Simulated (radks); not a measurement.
Values are calculated unless marked as measured or tabulated.
Os IV, configuration [Xe] 4f14 5d3 6p2 (not the ground configuration).

Code: a radial shooting solver on a logarithmic mesh with Libxc functionals. Model: scalar-relativistic Kohn-Sham, PBE, spin-unpolarised, spherical densities, point nucleus.

Energy parts (hartree):
| part | energy |
|---|---|
| total | -17250.7217 |
| kinetic | 19125.4577 |
| electron-nucleus | -42649.0093 |
| Hartree | 6609.5310 |
| exchange-correlation | -336.7012 |

Orbitals (lengths in bohr, moments of r in powers of bohr):
[
 {"orbital": "1s", "occ.": "2", "eigenvalue (hartree)": "-2716.614", "<r^4>": "5.117e-07", "<r^2>": "0.0004332"},
 {"orbital": "2s", "occ.": "2", "eigenvalue (hartree)": "-474.3987", "<r^4>": "0.00007619", "<r^2>": "0.006639"},
 {"orbital": "2p", "occ.": "6", "eigenvalue (hartree)": "-413.2290", "<r^4>": "0.00006063", "<r^2>": "0.005532"},
 {"orbital": "3s", "occ.": "2", "eigenvalue (hartree)": "-111.5799", "<r^4>": "0.002781", "<r^2>": "0.04297"},
 {"orbital": "3p", "occ.": "6", "eigenvalue (hartree)": "-93.62244", "<r^4>": "0.003018", "<r^2>": "0.04388"},
 {"orbital": "3d", "occ.": "10", "eigenvalue (hartree)": "-73.58105", "<r^4>": "0.002326", "<r^2>": "0.03637"},
 {"orbital": "4s", "occ.": "2", "eigenvalue (hartree)": "-24.75910", "<r^4>": "0.06410", "<r^2>": "0.2104"},
 {"orbital": "4p", "occ.": "6", "eigenvalue (hartree)": "-18.87040", "<r^4>": "0.08557", "<r^2>": "0.2400"},
 {"orbital": "4d", "occ.": "10", "eigenvalue (hartree)": "-11.56394", "<r^4>": "0.1226", "<r^2>": "0.2766"},
 {"orbital": "4f", "occ.": "14", "eigenvalue (hartree)": "-3.44315", "<r^4>": "0.3081", "<r^2>": "0.3777"},
 {"orbital": "5s", "occ.": "2", "eigenvalue (hartree)": "-4.86965", "<r^4>": "1.787", "<r^2>": "1.112"},
 {"orbital": "5p", "occ.": "6", "eigenvalue (hartree)": "-3.34102", "<r^4>": "3.209", "<r^2>": "1.469"},
 {"orbital": "5d", "occ.": "3", "eigenvalue (hartree)": "-1.56907", "<r^4>": "11.45", "<r^2>": "2.657"},
 {"orbital": "6p", "occ.": "2", "eigenvalue (hartree)": "-0.94371", "<r^4>": "109.5", "<r^2>": "8.772"}
]

The highest occupied level is 6p at -25.680 eV. Summed over all electrons, <r^2> = 47.23 bohr^2, which gives a Langevin (diamagnetic) susceptibility term of -37.4 x 10^-6 cm^3/mol.
